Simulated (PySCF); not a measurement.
**Substituent chemical shifts**

Parent skeleton `[CH3:1][SiH:2]1[O:3][SiH:4]([Cl:5])[SiH2:6][SiH2:7]1`; one hydrogen on atom 4 is replaced by X. Hydrogens on one atom are averaged.

[PySCF: shielding tensors at PBE0/pcSseg-1 (GIAO); GFN2-xTB structure; no solvent model; averaged over atoms made equivalent by symmetry, fast rotation or ring inversion; one computed conformer; non-relativistic Hamiltonian]

Chemical shifts δ = σref − σ; 13C (186.93 ppm) and 29Si (349.16 ppm) and 1H (31.72 ppm) vs TMS; H2O for 17O (336.08 ppm); HCl for 35Cl (949.78 ppm), all at this level.

Parent (X = H): C1 3.9, Si2 0.5, O3 106.2, Si4 8.6, Cl5 79.6, Si6 -119.1, Si7 -124.3, H(C1) 0.42, H(Si2) 5.68 ppm. Effects are Δδ = δ(X) − δ(H), positive for deshielding.

(1) Give Δδ (ppm) for X = Cl, OCHO, vinyl, CHO, ethynyl.

(2) Which position responds most, and to which substituents?

## Answers

(1) 
```
      X                                  SMILES    C1   Si2     O3    Si4    Cl5   Si6    Si7  H(C1)  H(Si2)
     Cl      C[Si@H]1O[Si](Cl)(Cl)[SiH2][SiH2]1  +0.3  -2.9  +33.1   +7.4  +70.3  +2.3   +9.9  +0.08   -0.08
   OCHO  C[Si@@H]1O[Si@](Cl)(OC=O)[SiH2][SiH2]1  +0.0  +1.5  +15.4   -3.7  -22.9  -0.3  +17.7  +0.06   -0.06
  vinyl   C=C[Si@@]1(Cl)O[Si@H](C)[SiH2][SiH2]1  +0.4  +1.4   +7.6   +2.6   +8.2  -1.6   +3.9  +0.10   -0.03
    CHO  C[Si@@H]1O[Si@@](Cl)(C=O)[SiH2][SiH2]1  +0.3  +3.6   -1.4  -22.7  -29.1  -3.0   +8.4  +0.06   -0.18
ethynyl   C#C[Si@@]1(Cl)O[Si@H](C)[SiH2][SiH2]1  +0.4  -1.6  +13.5  -17.5  +28.5  +1.6   +4.9  +0.08   -0.06
```

(2) Cl5: from -29.1 ppm with CHO to +70.3 ppm with Cl.

Experimental scales use liquid or dissolved standards, which lie at an offset from isolated H2O (liquid H2O: subtract about 36 ppm).
